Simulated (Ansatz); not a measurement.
Two isomers of CH6BBrOSi: A = `BOC([SiH3])Br`, B = `BOC[SiH2]Br`.

Gas-phase electronic energies from Ansatz, PBE0-D4/def2-TZVP geometries. CCSD(T)/CBS is the MP2 limit (def2-TZVPP, def2-QZVPP) plus CCSD(T) − MP2 in def2-TZVPP, frozen cores. Functionals use def2-TZVPP. B3LYP here is the variant with VWN-RPA as its local correlation; programs differ in this. For Br outer-core shells are correlated without core-valence functions, which leaves a few kJ/mol of doubt a bond. Scalar relativity is left out up to krypton. One conformer a species, not always the lowest.

Question: Which is lower in electronic energy at CCSD(T)/CBS, and by how much? (Best estimate.)

Answer: The calculation gave: B, by 36.1 kcal/mol.

Question: Give E(B) − E(A) in kcal/mol with B2PLYP, HF/def2-TZVPP, MP2/def2-TZVPP, ωB97M-V, B3LYP-D4, r2SCAN-D4, B3LYP. (An estimate is asked.)

Answer: The calculation gave: B2PLYP -36.0, HF/def2-TZVPP -39.6, MP2/def2-TZVPP -36.1, ωB97M-V -36.6, B3LYP-D4 -35.3, r2SCAN-D4 -36.0, B3LYP -35.9. None reverses the order clearly.

Largest T1 diagnostic: 0.012.

In def2-TZVPP, CCSD(T) changes the Hartree–Fock value by +4.4 kcal/mol (the triples alone add +1.0 kcal/mol) and MP2 by +3.5 kcal/mol. From PBE to PBE0 (25 % exact exchange), in def2-TZVPP and without D4, E(B) − E(A) moves by −2.0 kcal/mol.
